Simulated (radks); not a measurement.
The nuclear charge of the silver ion Ag2+ is varied continuously with 45 electrons held in [Kr] 4d9. Calculated with a radial shooting solver on a logarithmic mesh with Libxc functionals: Dirac Kohn-Sham, PBE, spin-unpolarised, spherical densities, finite nucleus; open shells fill j = l - 1/2 first; Fermi nuclear charge, rms radius 4.5454 fm. By the Hellmann-Feynman theorem dE/dZ = E(electron-nucleus)/Z, the electronic potential at the nucleus (averaged over a nucleus of fixed radius).

| Z | E (hartree) | E(electron-nucleus)/Z (hartree) | HOMO | e(HOMO) (eV) | <r> HOMO (bohr) |
|---|---|---|---|---|---|
| 46.5 | -5180.28037 | -269.527 | 4d5/2 | -21.156 | 1.387 |
| 46.6 | -5207.27299 | -270.325 | 4d5/2 | -22.594 | 1.372 |
| 46.7 | -5234.34545 | -271.124 | 4d5/2 | -24.060 | 1.357 |
| 46.8 | -5261.49774 | -271.922 | 4d5/2 | -25.553 | 1.343 |
| 46.9 | -5288.72989 | -272.721 | 4d5/2 | -27.074 | 1.330 |
| 47 | -5316.04188 | -273.519 | 4d5/2 | -28.621 | 1.317 |
| 47.1 | -5343.43374 | -274.318 | 4d5/2 | -30.194 | 1.304 |
| 47.2 | -5370.90547 | -275.117 | 4d5/2 | -31.793 | 1.291 |
| 47.3 | -5398.45708 | -275.916 | 4d5/2 | -33.418 | 1.279 |
| 47.4 | -5426.08858 | -276.715 | 4d5/2 | -35.068 | 1.268 |
| 47.5 | -5453.79999 | -277.514 | 4d5/2 | -36.743 | 1.256 |
| 47.6 | -5481.59133 | -278.313 | 4d5/2 | -38.442 | 1.245 |
| 47.7 | -5509.46260 | -279.113 | 4d5/2 | -40.166 | 1.234 |
| 47.8 | -5537.41383 | -279.912 | 4d5/2 | -41.914 | 1.224 |
| 47.9 | -5565.44504 | -280.712 | 4d5/2 | -43.685 | 1.213 |
| 48 | -5593.55625 | -281.512 | 4d5/2 | -45.481 | 1.203 |

The central difference of E at Z = 47 is -273.519 hartree, to compare with the third column; the second derivative is -7.99 hartree.
